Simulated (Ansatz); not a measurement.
Frontier orbitals of `OC[SiH2]O`.

Total charge 0; spin multiplicity 1. All single points use the PBE0-D4/def2-TZVP geometry. It is one conformer, not always the lowest. Basis def2-TZVPP, the Gaussian-basis code of Ansatz.

```csv
functional,HOMO (eV),LUMO (eV)
B97M-V,-6.42,-0.68
```

(1) Give HOMO and LUMO (eV) with LDA (SPW92), PBE, revPBE, BLYP, r2SCAN, PBE0, B3LYP, r2SCANh, r2SCAN0, HSE06 (plane-wave form), BHLYP, CAM-B3LYP, LC-ωPBE, ωB97X-V, ωB97M-V, HF. (An estimate is asked.)

Answers

(1) Ansatz gave: 
```tsv
functional	HOMO	LUMO
LDA (SPW92)	-6.07	-1.12
PBE	-5.93	-0.90
revPBE	-5.88	-0.79
BLYP	-5.86	-0.86
r2SCAN	-6.24	-0.39
PBE0	-7.46	-0.01
B3LYP	-7.25	-0.32
r2SCANh	-6.82	-0.10
r2SCAN0	-7.68	0.31
HSE06 (plane-wave form)	-7.06	-0.39
BHLYP	-8.93	0.74
CAM-B3LYP	-8.92	0.85
LC-ωPBE	-10.24	2.14
ωB97X-V	-9.91	1.96
ωB97M-V	-9.82	1.58
HF	-11.17	2.89
```

B3LYP here is the variant with VWN-RPA as its local correlation; programs differ in this. LC-ωPBE has ω = 0.4 bohr⁻¹. Positive LUMOs are unbound and depend on the basis.
